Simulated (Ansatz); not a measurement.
One change: `[OH][GeH3]` becomes `[SH][GeH3]`.

Ansatz, PBE0-D4/def2-TZVP geometries, multiplicity 1. 

Scalar relativity is left out up to krypton.

```csv
property,`[OH][GeH3]`
HOMO–LUMO gap (PBE/def2-TZVPP) / eV,6.05
HOMO energy (PBE/def2-TZVPP) / eV,-6.82
HOMO–LUMO gap (B3LYP/def2-TZVPP) / eV,7.99
size of the dipole moment (B3LYP/def2-TZVPP) / D,1.44
LUMO energy (PBE/def2-TZVPP) / eV,-0.77
HOMO energy (ωB97M-V/def2-TZVPP) / eV,-10.79
```

Question: What does the change do to each property? (Estimate.)

Answer: Computed: 
```
                                        property  `[SH][GeH3]`  shift
             HOMO–LUMO gap (PBE/def2-TZVPP) / eV          5.18  -0.87
               HOMO energy (PBE/def2-TZVPP) / eV         -6.08   0.74
           HOMO–LUMO gap (B3LYP/def2-TZVPP) / eV          6.80  -1.19
size of the dipole moment (B3LYP/def2-TZVPP) / D          1.24  -0.20
               LUMO energy (PBE/def2-TZVPP) / eV         -0.91  -0.14
           HOMO energy (ωB97M-V/def2-TZVPP) / eV         -9.51   1.28
```

With PBE0 the HOMO rises by 1.11 eV and the LUMO falls by 0.10 eV, so the gap narrows by about 1.21 eV. PBE moves the HOMO by 0.74 eV and ωB97M-V by 1.28 eV. Dipoles are sizes alone; their direction can turn.

B3LYP here is the variant with VWN-RPA as its local correlation; programs differ in this.
